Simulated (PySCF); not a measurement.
Molecule: H3F3GaN, singlet. Atoms near the plane z = 1.2 Å, at the PBE0/def2-SVP optimised geometry (x, y, z in Å): Ga1 (-1.1, -0.6, 0.0), F2 (-1.4, -1.5, 1.5), F4 (-1.4, 1.1, 0.0), N5 (1.0, -0.6, 0.0), H6 (1.3, 0.3, 0.0), H8 (1.4, -1.1, 0.8).

Level of theory: PBE0/def2-TZVP (PySCF). Cells within 0.4 Å of a nucleus heavier than hydrogen are left out (blank, or x). The values are rescaled to run from 0 to 1.

```
|00000000000000000000000000000|
|00000000000000000000000000000|
|00000000000000000000000000000|
|00000000000000000000000000000|
|00000011111100000000000000000|
|00000122222211000000000000000|
|00001223333321100000000000000|
|00012234444332100000000000000|
|00012344444432210000000000000|
|00022344555433211111110000000|
|00122345555443221122211000000|
|00122344555443222222222100000|
|00112344454443333333332210000|
|00112344444443333444433210000|
|00123344555544444444443221000|
|00123445555554444555544321000|
|00234456666655445566654321000|
|01234567777665555667665432000|
|01235678998765555667765432000|
|01245689xx9875545567665421000|
|01345689xx9875444556554321000|
|01245679999865433445443221000|
|01234678888765433333332210000|
|00234566777654322222221100000|
|00123455665543221111110000000|
|00012334444432210000000000000|
|00001223333221100000000000000|
|00000111222110000000000000000|
|00000000000000000000000000000|
```
Scale: ten equal steps from 0.000 (start of '0') to 1.00 (end of '9'), in the order '0123456789'; x runs from -3.50 to 3.50, y from -3.50 (bottom) to 3.50 (top).

**Question.** Which quantity is mapped?
(A) an orbital amplitude
(B) Laplacian of the electron density
(C) deformation density (molecule minus spherical neutral atoms)
(D) log10 of the electron density

**Answer.** D, log10 of the electron density. In full: log10 of the electron density (e/bohr³), floored at −4.
